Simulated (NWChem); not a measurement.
System: CH$_{2}$ClF; SMILES C(F)Cl

The following NWChem deck was run.

```
start job
memory heap 200 mb stack 900 mb global 1100 mb
geometry units angstroms noautoz
  F      0.389191     1.505790     0.000000
  C     -0.571544     0.565043     0.000000
  Cl     0.131186    -1.062862     0.000000
  H     -1.185066     0.659826     0.907841
  H     -1.185066     0.659826    -0.907841
end
basis spherical
  * library def2-svp
end
dft
  xc b3lyp
  iterations 150
  mulliken
end
task dft energy
```

NWChem printed, in part:

```
             Northwest Computational Chemistry Package (NWChem) 7.3.0
             --------------------------------------------------------

 CS  symmetry detected

                             Geometry "geometry" -> ""
                             -------------------------

 Output coordinates in angstroms (scale by  1.889725989 to convert to a.u.)

  No.       Tag          Charge          X              Y              Z
 ---- ---------------- ---------- -------------- -------------- --------------
    1 F                    9.0000     0.37509751     1.50419626     0.00000000
    2 C                    6.0000    -0.57553147     0.55323822     0.00000000
    3 Cl                  17.0000     0.14455138    -1.06706572     0.00000000
    4 H                    1.0000    -1.19003113     0.64146078     0.90784100
    5 H                    1.0000    -1.19003113     0.64146078    -0.90784100

 Effective nuclear repulsion energy (a.u.)     101.5275868794

      Symmetry information
      --------------------

 Group name             Cs
 Group number              2
 Group order               2
 No. of unique centers     4

                                 NWChem DFT Module
                                 -----------------

 Summary of "ao basis" -> "ao basis" (spherical)
 ------------------------------------------------------------------------------
       Tag                 Description            Shells   Functions and Types
 ---------------- ------------------------------  ------  ---------------------
 F                          def2-svp                 6       14   3s2p1d
 C                          def2-svp                 6       14   3s2p1d
 Cl                         def2-svp                 8       18   4s3p1d
 H                          def2-svp                 3        5   2s1p

      Symmetry analysis of basis
      --------------------------

        a'         38
        a"         18

            General Information
            -------------------
          SCF calculation type: DFT
          Wavefunction type:  closed shell.
          No. of atoms     :     5
          No. of electrons :    34
           Alpha electrons :    17
            Beta electrons :    17
          Charge           :     0
          Spin multiplicity:     1
          Use of symmetry is: on ; symmetry adaption is: on
          Maximum number of iterations: 150
          AO basis - number of functions:    56
                     number of shells:    26
          Convergence on energy requested:  1.00D-06
          Convergence on density requested:  1.00D-05
          Convergence on gradient requested:  5.00D-04

              XC Information
              --------------
                         B3LYP Method XC Potential
                     Hartree-Fock (Exact) Exchange  0.200
                        Slater Exchange Functional  0.800 local
                    Becke 1988 Exchange Functional  0.720 non-local
              Lee-Yang-Parr Correlation Functional  0.810
                  VWN I RPA Correlation Functional  0.190 local

             Grid Information
             ----------------
          Grid used for XC integration:  medium
          Radial quadrature: Mura-Knowles
          Angular quadrature: Lebedev.
          Tag              B.-S. Rad. Rad. Pts. Rad. Cut. Ang. Pts.
          ---              ---------- --------- --------- ---------
          F                   0.50       49           7.0       434
          C                   0.70       49           7.0       434
          Cl                  1.00       88           8.0       590
          H                   0.35       45           7.0       434
          Grid pruning is: on
          Number of quadrature shells:   231
          Spatial weights used:  Erf1

      Superposition of Atomic Density Guess
      -------------------------------------

 Sum of atomic energies:        -597.23939911

      Non-variational initial energy
      ------------------------------

 Total energy =    -598.106355
 1-e energy   =   -1027.381045
 2-e energy   =     327.747103
 HOMO         =      -0.355317
 LUMO         =       0.112304

      Symmetry analysis of molecular orbitals - initial
      -------------------------------------------------

  Numbering of irreducible representations:

     1 a'          2 a"

  Orbital symmetries:

     1 a'          2 a'          3 a'          4 a'          5 a'
     6 a"          7 a'          8 a'          9 a'         10 a'
    11 a'         12 a"         13 a'         14 a"         15 a'
    16 a'         17 a"         18 a'         19 a'         20 a'
    21 a"         22 a'         23 a"         24 a'         25 a'
    26 a'         27 a"

     ---------------------------------------------
      Total Density - Mulliken Population Analysis
     ---------------------------------------------

    Atom       Charge   Shell Charges
 -----------   ------   -------------------------------------------------------
    1 F    9     9.42   1.99  1.14  0.77  3.45  2.05  0.00
    2 C    6     5.37   1.99  0.89  0.22  1.53  0.67  0.07
    3 Cl  17    17.33   2.00  1.99  1.22  0.72  5.94  2.15  3.28  0.02
    4 H    1     0.94   0.71  0.22  0.02
    5 H    1     0.94   0.71  0.22  0.02

   convergence    iter        energy       DeltaE   RMS-Dens  Diis-err
 ---------------- ----- ----------------- --------- --------- ---------
 d= 0,ls=0.0,diis     1   -599.0194454493 -7.01D+02  1.95D-02  7.02D-01
 d= 0,ls=0.0,diis     2   -598.9597650698  5.97D-02  1.14D-02  1.33D+00
 d= 0,ls=0.0,diis     3   -599.0979887524 -1.38D-01  1.29D-03  1.18D-02
 d= 0,ls=0.0,diis     4   -599.0987454448 -7.57D-04  5.72D-04  2.75D-03
 d= 0,ls=0.0,diis     5   -599.0989676544 -2.22D-04  1.81D-04  1.45D-04
  Resetting Diis
 d= 0,ls=0.0,diis     6   -599.0989839276 -1.63D-05  3.45D-05  3.01D-06
 d= 0,ls=0.0,diis     7   -599.0989843015 -3.74D-07  7.89D-06  7.91D-08

         Total DFT energy =     -599.098984301460
      One electron energy =    -1028.817078338186
           Coulomb energy =      373.095890402211
    Exchange-Corr. energy =      -44.905383244872
 Nuclear repulsion energy =      101.527586879387

 Numeric. integr. density =       33.999999876168

                  Occupations of the irreducible representations
                  ----------------------------------------------

                     irrep           alpha         beta
                     --------     --------     --------
                     a'               13.0         13.0
                     a"                4.0          4.0

                       DFT Final Molecular Orbital Analysis
                       ------------------------------------

 Vector   15  Occ=2.000000D+00  E=-3.748901D-01  Symmetry=a'
              MO Center=  6.4D-02,  4.4D-01, -6.7D-16, r^2= 2.4D+00
   Bfn.  Coefficient  Atom+Function         Bfn.  Coefficient  Atom+Function
  ----- ------------  ---------------      ----- ------------  ---------------
     4      0.358225  1 F  px                 5     -0.331223  1 F  py
    40      0.313958  3 Cl py                37      0.266014  3 Cl py
     7     -0.248612  1 F  px                 8      0.237316  1 F  py
    18      0.187444  2 C  px                39     -0.185034  3 Cl px
    19     -0.167825  2 C  py                34      0.151352  3 Cl py

 Vector   16  Occ=2.000000D+00  E=-3.191845D-01  Symmetry=a'
              MO Center=  1.2D-01, -9.2D-01, -8.5D-15, r^2= 1.4D+00
   Bfn.  Coefficient  Atom+Function         Bfn.  Coefficient  Atom+Function
  ----- ------------  ---------------      ----- ------------  ---------------
    39      0.571591  3 Cl px                36      0.432786  3 Cl px
    40      0.267093  3 Cl py                33      0.250545  3 Cl px
    37      0.197275  3 Cl py                 5     -0.148278  1 F  py
    34      0.114138  3 Cl py                 8      0.105372  1 F  py
    22      0.072323  2 C  py                 3     -0.069056  1 F  s

 Vector   17  Occ=2.000000D+00  E=-3.023582D-01  Symmetry=a"
              MO Center= -1.9D-02, -7.3D-01, -1.1D-15, r^2= 1.8D+00
   Bfn.  Coefficient  Atom+Function         Bfn.  Coefficient  Atom+Function
  ----- ------------  ---------------      ----- ------------  ---------------
    41      0.613003  3 Cl pz                38      0.449901  3 Cl pz
    35      0.260289  3 Cl pz                47     -0.178945  4 H  s
    52      0.178945  5 H  s                 20     -0.177781  2 C  pz
     6     -0.130507  1 F  pz                48     -0.103343  4 H  s
    53      0.103343  5 H  s                  9      0.091568  1 F  pz

 Vector   18  Occ=0.000000D+00  E= 3.751455D-02  Symmetry=a'
              MO Center= -6.3D-01,  4.5D-02, -6.3D-17, r^2= 3.3D+00
   Bfn.  Coefficient  Atom+Function         Bfn.  Coefficient  Atom+Function
  ----- ------------  ---------------      ----- ------------  ---------------
    17      1.520085  2 C  s                 48     -0.838825  4 H  s
    53     -0.838825  5 H  s                 40     -0.675569  3 Cl py
    22     -0.576785  2 C  py                32     -0.575052  3 Cl s
    16      0.406932  2 C  s                 19     -0.393032  2 C  py
    39      0.354336  3 Cl px                37     -0.217823  3 Cl py

 Vector   19  Occ=0.000000D+00  E= 7.668847D-02  Symmetry=a'
              MO Center= -8.7D-01,  3.8D-01,  1.2D-14, r^2= 3.5D+00
   Bfn.  Coefficient  Atom+Function         Bfn.  Coefficient  Atom+Function
  ----- ------------  ---------------      ----- ------------  ---------------
    17      1.222120  2 C  s                 48     -1.195876  4 H  s
    53     -1.195876  5 H  s                 21     -0.911926  2 C  px
    40      0.466382  3 Cl py                18     -0.406340  2 C  px
    22      0.353619  2 C  py                19      0.272537  2 C  py
    32      0.271069  3 Cl s                 31      0.236346  3 Cl s

 Vector   20  Occ=0.000000D+00  E= 1.031572D-01  Symmetry=a"
              MO Center= -1.3D+00,  6.4D-01,  2.7D-14, r^2= 3.6D+00
   Bfn.  Coefficient  Atom+Function         Bfn.  Coefficient  Atom+Function
  ----- ------------  ---------------      ----- ------------  ---------------
    48      1.606833  4 H  s                 53     -1.606833  5 H  s
    23     -1.175969  2 C  pz                20     -0.436999  2 C  pz
     9      0.143030  1 F  pz                41      0.116375  3 Cl pz
    47      0.091658  4 H  s                 52     -0.091658  5 H  s
     6     -0.082770  1 F  pz                43     -0.056826  3 Cl d -1

     ---------------------------------------------
      Total Density - Mulliken Population Analysis
     ---------------------------------------------

    Atom       Charge   Shell Charges
 -----------   ------   -------------------------------------------------------
    1 F    9     9.22   1.99  1.13  0.78  3.36  1.95  0.01
    2 C    6     5.72   1.99  0.94  0.12  1.98  0.61  0.08
    3 Cl  17    17.17   2.00  1.98  1.27  0.70  5.93  2.17  3.08  0.03
    4 H    1     0.95   0.75  0.17  0.02
    5 H    1     0.95   0.75  0.17  0.02

     -------------------------------------------
      Total Density - Lowdin Population Analysis
     -------------------------------------------

    Atom       Charge   Shell Charges
 -----------   ------   -------------------------------------------------------
    1 F    9     9.10   1.98  1.02  0.74  3.23  2.12  0.01
    2 C    6     5.96   1.96  0.62  0.33  1.76  1.09  0.18
    3 Cl  17    16.96   2.00  1.96  1.05  0.78  5.82  2.28  3.03  0.04
    4 H    1     0.99   0.66  0.26  0.07
    5 H    1     0.99   0.66  0.26  0.07

     Multipole analysis of the density
     ---------------------------------

     L   x y z        total         alpha         beta         nuclear
     -   - - -        -----         -----         ----         -------
     0   0 0 0     -0.000000    -17.000000    -17.000000     34.000000

     1   1 0 0     -0.670304     -0.335152     -0.335152      0.000000
     1   0 1 0      0.131577      0.065789      0.065789     -0.000000
     1   0 0 1     -0.000000     -0.000000     -0.000000      0.000000

     2   2 0 0    -16.705207    -19.853693    -19.853693     23.002179
     2   1 1 0     -1.216975      1.143743      1.143743     -3.504461
     2   1 0 1      0.000000      0.000000      0.000000      0.000000
     2   0 2 0    -18.890829    -85.115435    -85.115435    151.340040
     2   0 1 1     -0.000000     -0.000000     -0.000000      0.000000
     2   0 0 2    -17.020982    -11.453674    -11.453674      5.886366
```

Level: B3LYP/def2-SVP. Coordinates come from a PBE0/def2-SVP optimisation. B3LYP is NWChem's, with the RPA form of VWN correlation.
